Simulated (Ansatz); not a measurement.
Species: CH3ClSSi, SMILES `S=C[SiH2]Cl` (S–C–Si–Cl torsion 180°) (charge 0, multiplicity 1).

### Question
Give a relaxed geometry from PBE0-D4/def2-TZVP (Ansatz, a program for electronic structure).

### Answer
This is not unique; one that fits is the end point of this relaxation, one of several conformers (outside a Z-matrix the atoms follow the SMILES, hydrogens last).
Z-matrix (Å, degrees):
```
Si
H 1 1.4790
H 1 1.4791 2 111.24
C 1 1.8759 2 109.12 3 120.43
H 4 1.0928 1 122.02 2 119.30
S 4 1.6095 5 120.68 1 -179.97
Cl 1 2.0572 2 108.57 3 -119.39
```
